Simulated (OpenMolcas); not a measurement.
# Co2+: the spin-orbit constant, Racah parameters, worked from levels

| Property | Result |
| --- | --- |
| Program | OpenMolcas |
| Basis | ANO-RCC-VTZP [6s5p3d2f1g] |
| Scalar Hamiltonian | DKH2, point nucleus |
| Active space | 7 electrons in 5 orbitals (3d) |
| State averaging | 2S+1 = 4 even, 10 roots; 2S+1 = 2 even, 40 roots kept (CI in the orbitals of an earlier block) |
| Spin-orbit coupling | state interaction with AMFI integrals over the reference wave functions, term energies averaged over their components |

Methods: CASSCF; MS-CASPT2, IPEA 0.25 Eh, imaginary shift 0.1 Eh (closed shells correlated: 3s 3p). Measured levels: Sugar and Corliss, J. Phys. Chem. Ref. Data 10, 1097 (1981).

**The spin-orbit constant.** For the Hund term 4F of d7, E(J) = (A/2) J(J+1) + constant and ζ = -2S·A = -3A. From J = 3/2 to J = 9/2 the energy changes by 10.5 A.

```csv
Source,E(9/2) - E(3/2),A,ζ
CASSCF,-1914.9,-182.4,547
MS-CASPT2,-1910.2,-181.9,546
measured,-1866.8,-177.8,533
```

All in cm-1. MS-CASPT2 is off by +2.3 % and CASSCF by +2.6 %. Both methods take the spin-orbit matrix elements from the reference wave functions, so the second can move ζ only through the term energies and any multistate remixing. Second-order mixing with other terms is absorbed into this ζ.

**Racah parameters.** Above 4F, d7 has 4P at 15B, 2G at 4B + 3C and 2H at 9B + 3C. The first two fix B and C, and the third tests them; where it misses by thousands of cm-1, two parameters do not describe the configuration (Trees and configuration-interaction terms are left out) and B and C hang on the terms chosen. Term energies are centres of gravity, weighted by 2J + 1.

```
   Source     4P     2G     B     C   C/B  2H from B, C  2H found
   CASSCF  18454  18541  1230  4540  3.69         24690     24809
MS-CASPT2  14881  16405   992  4146  4.18         21366     22679
 measured  14561  16510   971  4209  4.33         21366     22227
```

Energies in cm-1. From CASSCF to MS-CASPT2, B changes by -19.3 % and C by -8.7 %. Against the measured terms, MS-CASPT2 has B off by +2.2 % and C by -1.5 %.

CASPT2 does not keep the components of a term degenerate, so their means are used; among the terms shown or strongly mixed into the levels shown the widest spread is 970 cm-1 (3d7 4F, MS-CASPT2). Terms from blocks run as CI alone lack orbitals of their own. Without dynamic correlation excited terms often stand tens of per cent too high (terms of higher spin than the ground term too low), and those without a measured partner can miss by more than the paired ones (holds for CASSCF). Computed and measured levels are paired by configuration, term and J; levels that our copy of the source lacks, or whose pairing is in doubt (as where it misses far off the trend of its configuration), stay unpaired and out of the deviations. Levels of configurations outside the active space are missing.
